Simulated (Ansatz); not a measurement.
Stepwise reaction of `[F][Hf]([F])([Cl])[Cl]` with ammonia, as a gas-phase model of exchange steps in deposition or etching. ΔE in kJ/mol; ΔG adds harmonic PBE0-D4 terms to CCSD(T)/CBS, at 1 bar.

Gas-phase electronic energies from Ansatz, PBE0-D4/def2-TZVP geometries. CCSD(T)/CBS adds triple-zeta CCSD(T) − MP2 to the extrapolated MP2 energy (def2 sets, frozen cores). This one scheme is used for every species. Functionals use def2-TZVPP. B3LYP here is the variant with VWN-RPA as its local correlation; programs differ in this. Elements past krypton have def2 core potentials. For Hf outer-core shells are correlated without core-valence functions, which leaves a few kJ/mol of doubt a bond. One conformer a species, not always the lowest.

```csv
step,reaction,PBE-D4,B3LYP-D4,ωB97M-V,CCSD(T)/CBS,ΔG(600 K)
1,`[F][Hf]([F])([Cl])[Cl]` + NH₃ → `[NH2][Hf]([F])([Cl])[Cl]` + H–F,107.7,108.3,108.4,99.8,88.8
```

**Question.** Give the row of step 2, `[NH2][Hf]([F])([Cl])[Cl]` + NH₃ → `[NH2][Hf]([NH2])([Cl])[Cl]` + H–F. (An estimate is asked.)

**Answer.** The calculation gave: 
| step | reaction | PBE-D4 | B3LYP-D4 | ωB97M-V | CCSD(T)/CBS | ΔG(600 K) |
| --- | --- | --- | --- | --- | --- | --- |
| 2 | `[NH2][Hf]([F])([Cl])[Cl]` + NH₃ → `[NH2][Hf]([NH2])([Cl])[Cl]` + H–F | 114.5 | 115.3 | 115.7 | 105.6 | 101.8 |

**Question.** By hand: ΔE of the 2 steps together at CCSD(T)/CBS.

**Answer.** (99.8) + (105.6) = 205.4 kJ/mol, or 102.7 kJ/mol a step.

In ΔE each step is higher than the one before. All are uphill at CCSD(T)/CBS. ΔG lies between 88.8 and 101.8 kJ/mol a step. PBE-D4 differs from CCSD(T)/CBS by 7.9 to 8.9 kJ/mol a step. Isolated molecules leave out the surface, adducts and barriers. Largest T1 diagnostic: 0.015.
